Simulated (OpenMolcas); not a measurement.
W4+: ligand-field states by method

W4+ with 6 ligands (oxide) in octahedral coordination (Oh) at 2.04 Å. A charge of +1.33 e stands 2.4 Å behind each ligand. Ligand basis ANO-RCC-VDZP.

* Program: OpenMolcas
* Basis: ANO-RCC-VDZP [7s6p4d2f1g]
* Scalar Hamiltonian: DKH2, point nucleus
* Active space: 2 electrons in 5 orbitals (5d)
* State averaging: 2S+1 = 3 even, 10 roots; 2S+1 = 1 even, 15 roots
* Spin-orbit coupling: state interaction with AMFI integrals over the reference wave functions

I. CASSCF
II. SS-CASPT2, IPEA 0.25 Eh, imaginary shift 0.1 Eh (the lowest 17 gerade and 15 ungerade orbitals frozen, chosen by energy and not by shell, so the metal 5p can be frozen and 4f correlated)
III. SS-CASPT2, IPEA 0 Eh, imaginary shift 0.1 Eh (the lowest 17 gerade and 15 ungerade orbitals frozen, chosen by energy and not by shell, so the metal 5p can be frozen and 4f correlated)

Spin-free states (labels of O, the rotations of Oh) in cm-1, each column counted from its own energy of the first state listed:

```csv
State,Degeneracy,I,II,III
3T1,3,0,0,0
1T2,3,9722,8030,8230
1E,2,9781,8000,8060
3T2,3,21275,19770,19690
1A1,1,21989,18320,17790
3T1,3,28578,25600,25210
2S+1 = 1,3,30419,26990,26760
2S+1 = 1,3,32305,28730,28680
3A2,1,45317,41830,41160
1E,2,53193,46680,46110
1A1,1,62407,53640,52730
```

From I to II, I's first state of the same spin (3T2) moves from 21275 to 19770 cm-1, by about -1500 cm-1.

From I to II, I's first state of another spin (1T2) moves from 9722 to 8030 cm-1, by about -1700 cm-1. In II another state of that kind comes below it.

I: A least-squares ligand-field fit to the states below 45000 cm-1, each weighted by its degeneracy and with a free common offset, gives 10Dq = 21354 cm-1, B = 603 cm-1 and C = 2558 cm-1 (C/B = 4.24), with an rms deviation of 516 cm-1. The same method and metal basis give the free ion B = 791 cm-1 (fit to its terms below 60000 cm-1, rms deviation 24 cm-1), so the nephelauxetic ratio is β = 603 / 791 = 0.76; it hangs on how both fits weigh the states, and computed free-ion B values tend to be too large, so β mixes covalency with correlation.

χT at 300 K: I 0.11, II 0.10, III 0.10 cm3 K/mol.

The states above are spin-free; spin-orbit coupling is strong here and shifts and splits them by thousands of cm-1.

Roots that are degenerate in the reference are averaged as groups; the widest CASPT2 spread within a group is 34 cm-1 (the 2-fold group of multiplicity 1 near 8000 cm-1 above the lowest state of its run, II). Shifts and gaps below about the spread of the groups concerned are not significant. Over all roots computed the reference weight is 0.63 to 0.65 in II, 0.62 to 0.64 in III; a low but even weight reflects the number of correlated electrons. An orbital triplet at a regular site is open to Jahn-Teller coupling, which can distort the site and quench the lowest spin-orbit gaps and is left out. The least metal-like active orbital is 68 % on the metal (Löwdin) and no ligand orbital is active, so the numbers are rough. The oxide ions are held by bare point charges, a crude embedding. Ligand-to-metal charge-transfer states are missing. With no ligand orbital active B as a rule stays too high, so bands that hang on it stand too high and its fall with covalency is understated. Without dynamic correlation the repulsion within the d shell is too large (B by tens of per cent), so at a given field states of lower spin stand too high (holds for I). With metal d orbitals alone the field can be off either way by tens of per cent (holds for I). With one d shell and no ligand orbital active, 10Dq can be off by a tenth or more (holds for II; III). No measured value stands beside these numbers; the geometry is a model, was not optimised and need not be the one that this ion takes.
